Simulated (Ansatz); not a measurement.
Ansatz (an electronic-structure program) input (B3LYP-D3(BJ)/def2-TZVP):

Ansatz 0.2 input:
```yaml
crystal:
  periodic: [false, false, false]
  atoms:
    - {symbol: F, position_ang: [-0.19767513, 1.26510213, -0.52103931]}
    - {symbol: C, position_ang: [-0.09385324, 0.29731548, 0.46405442]}
    - {symbol: Cl, position_ang: [-1.39135244, -0.92592406, 0.00751740]}
    - {symbol: Br, position_ang: [1.69970625, -0.61426708, 0.02555533]}
basis:
  gaussian:
    orbitals: def2-TZVP
hamiltonian:
  xc: b3lyp
  dispersion: d3bj
total_charge: -1
relax: {f_tol: 0.002, max_steps: 150}
```

Output:

```
Functional definition: B3LYP
integrals: 0.07 GiB planned
1012 factors; their error is unknown
mean field: 0.63 GiB planned
mean field evaluation 1: about -86324.3699 eV, gradient 2.5e1 eV
mean field evaluation 2: about -86323.1980 eV, gradient 3.5e1 eV
mean field evaluation 4: about -86325.5340 eV, gradient 2.4e0 eV
mean field evaluation 8: about -86325.9313 eV, gradient 3.9e-1 eV
mean field evaluation 16: about -86325.9315 eV, gradient 2.0e-4 eV
mean field -86325.93147357 eV, -3172.4194678359 hartree, gradient 4.0e-5 eV, S^2 0.000000; 0 other end points of the search recorded, 0 dependent functions left out
the calculation of the forces begins
reference -86325.93167003 eV, -3172.4194750554 hartree; 34, 34 occupied and 113, 113 virtual orbitals, 1012 factors
relax step   1: F+E_penalty+E_count = -86326.10978030 eV  Δ(F+E_penalty+E_count) = +0.000e0 eV  max|allowed force component| = 1.174e0 eV/Å  Δτ_max = 0.0000 Å  (29 SCF iters, accepted)
these checks for a lower state are left out or cut short: starts, cluster_reference, orbital_swaps, neighbouring_geometries, increment
integrals: 0.07 GiB planned
1012 factors; their error is unknown
mean field: 0.63 GiB planned
mean field -86326.01384405 eV, -3172.4224948950 hartree, gradient 1.9e-5 eV, S^2 0.000000; 0 other end points of the search recorded, 0 dependent functions left out
the calculation of the forces begins
reference -86326.01404276 eV, -3172.4225021975 hartree; 34, 34 occupied and 113, 113 virtual orbitals, 1012 factors
relax step   2: F+E_penalty+E_count = -86326.19245550 eV  Δ(F+E_penalty+E_count) = -8.268e-2 eV  max|allowed force component| = 7.294e-1 eV/Å  Δτ_max = 0.0808 Å  (31 SCF iters, accepted)
these checks for a lower state are left out or cut short: starts, cluster_reference, orbital_swaps, neighbouring_geometries, increment
integrals: 0.07 GiB planned
1012 factors; their error is unknown
mean field: 0.63 GiB planned
mean field evaluation 32: about -86326.0865 eV, gradient 1.6e-5 eV
mean field -86326.08648676 eV, -3172.4251644653 hartree, gradient 1.6e-5 eV, S^2 0.000000; 0 other end points of the search recorded, 0 dependent functions left out
the calculation of the forces begins
reference -86326.08668851 eV, -3172.4251718795 hartree; 34, 34 occupied and 113, 113 virtual orbitals, 1012 factors
relax step   3: F+E_penalty+E_count = -86326.26109270 eV  Δ(F+E_penalty+E_count) = -6.864e-2 eV  max|allowed force component| = 5.857e-1 eV/Å  Δτ_max = 0.0824 Å  (32 SCF iters, accepted)
these checks for a lower state are left out or cut short: starts, cluster_reference, orbital_swaps, neighbouring_geometries, increment
integrals: 0.07 GiB planned
1012 factors; their error is unknown
mean field: 0.62 GiB planned
mean field -86326.10218120 eV, -3172.4257412255 hartree, gradient 2.5e-5 eV, S^2 0.000000; 0 other end points of the search recorded, 0 dependent functions left out
the calculation of the forces begins
reference -86326.10238391 eV, -3172.4257486748 hartree; 34, 34 occupied and 113, 113 virtual orbitals, 1012 factors
relax step   4: F+E_penalty+E_count = -86326.27484366 eV  Δ(F+E_penalty+E_count) = -1.375e-2 eV  max|allowed force component| = 5.277e-1 eV/Å  Δτ_max = 0.0334 Å  (32 SCF iters, accepted)
these checks for a lower state are left out or cut short: starts, cluster_reference, orbital_swaps, neighbouring_geometries, increment
integrals: 0.07 GiB planned
1012 factors; their error is unknown
mean field: 0.62 GiB planned
mean field -86326.11755428 eV, -3172.4263061757 hartree, gradient 2.6e-5 eV, S^2 0.000000; 0 other end points of the search recorded, 0 dependent functions left out
the calculation of the forces begins
reference -86326.11775654 eV, -3172.4263136085 hartree; 34, 34 occupied and 113, 113 virtual orbitals, 1012 factors
relax step   5: F+E_penalty+E_count = -86326.28950155 eV  Δ(F+E_penalty+E_count) = -1.466e-2 eV  max|allowed force component| = 1.715e-1 eV/Å  Δτ_max = 0.0325 Å  (32 SCF iters, accepted)
these checks for a lower state are left out or cut short: starts, cluster_reference, orbital_swaps, neighbouring_geometries, increment
integrals: 0.07 GiB planned
1012 factors; their error is unknown
mean field: 0.62 GiB planned
mean field -86326.11911778 eV, -3172.4263636334 hartree, gradient 2.0e-5 eV, S^2 0.000000; 0 other end points of the search recorded, 0 dependent functions left out
the calculation of the forces begins
reference -86326.11932046 eV, -3172.4263710815 hartree; 34, 34 occupied and 113, 113 virtual orbitals, 1012 factors
relax step   6: F+E_penalty+E_count = -86326.29060887 eV  Δ(F+E_penalty+E_count) = -1.107e-3 eV  max|allowed force component| = 1.442e-2 eV/Å  Δτ_max = 0.0081 Å  (33 SCF iters, accepted)
these checks for a lower state are left out or cut short: starts, cluster_reference, orbital_swaps, neighbouring_geometries, increment
integrals: 0.07 GiB planned
1012 factors; their error is unknown
mean field: 0.62 GiB planned
mean field -86326.11900882 eV, -3172.4263596292 hartree, gradient 2.0e-5 eV, S^2 0.000000; 0 other end points of the search recorded, 0 dependent functions left out
the calculation of the forces begins
reference -86326.11921141 eV, -3172.4263670740 hartree; 34, 34 occupied and 113, 113 virtual orbitals, 1012 factors
relax step   7: F+E_penalty+E_count = -86326.29061041 eV  Δ(F+E_penalty+E_count) = -1.543e-6 eV  max|allowed force component| = 1.488e-2 eV/Å  Δτ_max = 0.0021 Å  (35 SCF iters, accepted)
these checks for a lower state are left out or cut short: starts, cluster_reference, orbital_swaps, neighbouring_geometries, increment
integrals: 0.07 GiB planned
1012 factors; their error is unknown
mean field: 0.62 GiB planned
mean field evaluation 64: about -86326.1190 eV, gradient 8.7e-5 eV
mean field -86326.11904465 eV, -3172.4263609460 hartree, gradient 2.0e-5 eV, S^2 0.000000; 0 other end points of the search recorded, 0 dependent functions left out
the calculation of the forces begins
reference -86326.11924726 eV, -3172.4263683915 hartree; 34, 34 occupied and 113, 113 virtual orbitals, 1012 factors
relax step   8: F+E_penalty+E_count = -86326.29062045 eV  Δ(F+E_penalty+E_count) = -1.005e-5 eV  max|allowed force component| = 1.431e-3 eV/Å  Δτ_max = 0.0010 Å  (35 SCF iters, accepted)
integrals: 0.07 GiB planned
1012 factors; their error is unknown
mean field: 0.62 GiB planned
mean field -86326.11904465 eV, -3172.4263609460 hartree, gradient 2.0e-5 eV, S^2 0.000000; 1 other end points of the search recorded, 0 dependent functions left out
the calculation of the forces begins
reference -86326.11924726 eV, -3172.4263683915 hartree; 34, 34 occupied and 113, 113 virtual orbitals, 1012 factors
Total energy: -86326.29082306 eV, -3172.4326736859 hartree
Atom 0 at    -0.217129     1.262468    -0.517845 Å, force    -0.000034    -0.000279    -0.000588 eV/Å
Atom 1 at    -0.134978     0.382247     0.501640 Å, force    -0.001431     0.000295     0.001297 eV/Å
Atom 2 at    -1.466533    -0.956992    -0.013629 Å, force     0.000694     0.000532    -0.000195 eV/Å
Atom 3 at     1.835465    -0.665496     0.005922 Å, force     0.000770    -0.000549    -0.000514 eV/Å
Dipole moment:     0.142793     0.064838    -0.155103 e Å
```

It need not be the lowest isomer of its formula. Whether it binds its extra electron was not tested at this geometry.
